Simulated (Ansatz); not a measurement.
# What each rung costs, and what it gives

The pair of Li⁺ (SMILES [Li+], atom 1) and AlF₃ (SMILES F[Al](F)F, atoms 2–5), both closed shells, in one local arrangement (a lower one may exist), relaxed at PBE0-D4/def2-TZVP:

Li1  (0.284, -0.376, -2.649)
F2  (1.012, 1.111, 1.390)
Al3  (-0.082, 0.109, 0.765)
F4  (0.097, -0.129, -0.907)
F5  (-1.311, -0.715, 1.401)
(Å)

Interaction energies are counterpoise-corrected; the time is that of the whole pair.

Program: Ansatz 0.2.0. Basis: as named in each row. Cores are frozen in the correlated methods. The outer core shell of Li, Na, Mg and K is correlated. B3LYP uses VWN-RPA correlation. Extrapolation: Hartree–Fock as exp(−7.88 √X), correlation as X^−2.97.

Times are rough, for one single point on 2 threads of a shared host (Arm Neoverse V1).

The estimate by CCSD(T) at an estimated basis limit (MP2 extrapolated from triple and quadruple zeta, plus CCSD(T) − MP2 in triple zeta) is -1.254 eV.

```tsv
method	basis	time (s)	interaction energy (eV)	method less estimate
HF	STO-3G	under 1	-2.151	-0.897
PBE-D4	STO-3G	under 1	-2.507	-1.253
SPW92	def2-SVP	under 1	-1.371	-0.117
PBE-D4	def2-SVP	under 1	-1.337	-0.083
B3LYP-D4	6-31G	under 1	-1.524	-0.270
PBE0-D4	def2-SVP	1	-1.362	-0.108
CCSD(T)	def2-SVP	2	-1.324	-0.070
PBE-D4	def2-TZVPPD	2	-1.229	0.025
revPBE-D4	def2-TZVPPD	2	-1.202	0.052
BLYP-D4	def2-TZVPPD	3	-1.256	-0.002
PBE0-D4	def2-TZVPPD	3	-1.261	-0.007
HSE06-D4	def2-TZVPPD	4	-1.261	-0.007
B3LYP-D4	def2-TZVPPD	4	-1.288	-0.034
r2SCAN-D4	def2-TZVPPD	4	-1.189	0.065
wB97M-V	def2-SVP	6	-1.355	-0.101
B2PLYP	def2-TZVPPD	6	-1.257	-0.003
B97M-V	def2-TZVPPD	8	-1.227	0.027
wB97X-V	def2-TZVPPD	10	-1.229	0.025
MP2	def2-QZVPPD	12	-1.235	0.019
wB97M-V	def2-TZVPPD	12	-1.236	0.018
CCSD(T)	def2-TZVPPD	74	-1.213	0.041
```

No T1 diagnostic of these runs exceeds 0.014.
